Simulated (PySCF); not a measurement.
**Correlation energy of F⁺ (fluorine, charge +1)**

[He] 2s1 2p5, high-spin 3P determinant (an excited configuration). Computed with PySCF 2.14 in aug-cc-pV5Z, with no relativity, point nucleus. Frozen: 1s2; 6 electrons correlated.

MP2 pair energies summed by pair of shells (mhartree):

| pair | energy | share (%) |
| --- | --- | --- |
| 2p-2p | -171.94 | 85.2 |
| 2s-2p | -29.99 | 14.8 |

Total MP2 correlation energy: -201.93 mhartree.

Same-spin part -42.96 and opposite-spin part -158.97 mhartree; SCS-MP2 scales them by 1/3 and 6/5 to -205.08 mhartree.
